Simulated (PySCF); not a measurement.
# How methods differ on the ionisation energy of He⁺

He⁺ 1s1 (2S) → He²⁺ (bare nucleus), as a difference of total energies. Calculation: PySCF 2.14, in aug-cc-pV5Z (6s5p4d3f2g, 80 functions); the non-relativistic Hamiltonian (point nucleus). The calculations carry no spin-orbit coupling.

```json
{"method": "UHF", "ionisation energy (eV)": "54.421"}
{"method": "PBE", "ionisation energy (eV)": "54.252"}
{"method": "PBE0", "ionisation energy (eV)": "54.332"}
{"method": "r2SCAN", "ionisation energy (eV)": "54.426"}
{"method": "PBEsol", "ionisation energy (eV)": "53.594"}
{"method": "PW91", "ionisation energy (eV)": "54.334"}
{"method": "r2SCANh", "ionisation energy (eV)": "54.425"}
```

Q: Estimate what M06-2X gives.

A: 54.331 eV, closest to PBE0 among the rows shown.

Q: Estimate what LDA gives.

A: 52.835 eV, closest to PBEsol among the rows shown.

For comparison: 54.418 eV (theoretical estimate listed by NIST; NIST Atomic Spectra Database, ionization energies).
